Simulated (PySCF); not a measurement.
**Identify the compound**

Molecular formula: C6H5F4P. Simulated spectra:

$^{1}$H NMR (400 MHz, computed): δ 6.87 (m, 1H), 5.20 (m, 1H), 2.50 (m, 3H).

$^{13}$C{$^{1}$H} NMR (computed): δ 183.3 (C), 149.2 (C), 143.0 (C), 130.6 (C), 124.7 (CH), 16.1 (CH3).

Non-relativistic Hamiltonian, isolated molecule, one conformer, rapidly exchanging positions averaged. Structure optimised with GFN2-xTB; GIAO PBE0/pcSseg-1 shieldings; PySCF 2.14.

Shifts are taken against calculated references (same method and geometry level): TMS for $^{1}$H (σref 31.72) and $^{13}$C (σref 186.93).

Q: Deduce the structure.

A: 
- 6 carbon signals for 6 carbons: no two carbons are equivalent.
- Carbon types of the structure: 4 × C, 1 × CH, 1 × CH3, leaving 1 H on heteroatoms.
- δC 183.3, 149.2, 143.0: unsaturated ring carbon.
- δC 130.6: CF3 carbon; 3 electronegative neighbours deshield it.
- δC 124.7: unsaturated ring CH.
- δC 16.1: methyl carbon on an unsaturated ring; a saturated carbon with 1 carbon neighbour and no heteroatom attached.
- δH 6.87: hydrogen on a unsaturated ring CH.
- δH 5.20: hydrogen on a ring phosphorus.
- δH 2.50: hydrogen on a methyl carbon on an unsaturated ring.

Structure: SMILES Cc1[pH]c(F)cc1C(F)(F)F.

The shifts were computed for this structure.

Splittings by $^{19}$F and $^{31}$P in the carbon and heteronuclear signals aren't shown, as no couplings were computed. Shifts are as computed. Against solution values, carbons near 30 ppm lie about +3 ppm off and those near 130 ppm about +5 ppm. Of 1211 compounds with measured shifts, 218 miss one by over three times the rms of a fit or turn the order of signals round; such compounds aren't used in these exercises. Multiplicities follow the n + 1 count of equivalent neighbours, as no J values were calculated; m marks all less simple cases, F and P coupling included.
